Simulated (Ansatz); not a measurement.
C2H6FNSi can be A, `C=C(F)N[SiH3]`, or B, `CN1[SiH2]C1F`.

Program: Ansatz. Geometries: PBE0-D4/def2-TZVP. ΔE: electronic, gas phase. CCSD(T)/CBS is the MP2 limit (def2-TZVPP, def2-QZVPP) plus CCSD(T) − MP2 in def2-TZVPP, frozen cores. DFT in def2-TZVPP. B3LYP here is the variant with VWN-RPA as its local correlation; programs differ in this. One conformer a species, not always the lowest.

Which is lower in electronic energy at CCSD(T)/CBS, and by how much? (Best estimate.)

Ansatz gave: A, by 114.6 kJ/mol.

Give E(B) − E(A) in kJ/mol with CCSD(T)/def2-TZVPP, CCSD/def2-TZVPP, PBE0-D4, HF/def2-TZVPP, B2PLYP, B3LYP, PBE-D4. (Estimate.)

The calculation gave: CCSD(T)/def2-TZVPP 117.2, CCSD/def2-TZVPP 119.6, PBE0-D4 103.4, HF/def2-TZVPP 146.7, B2PLYP 118.3, B3LYP 119.1, PBE-D4 98.2. None reverses the order clearly.

Largest T1 diagnostic: 0.013.

In def2-TZVPP, CCSD(T) changes the Hartree–Fock value by −29.4 kJ/mol (the triples alone add −2.4 kJ/mol) and MP2 by −34.1 kJ/mol. From PBE to PBE0 (25 % exact exchange), in def2-TZVPP and without D4, E(B) − E(A) moves by +5.2 kJ/mol.
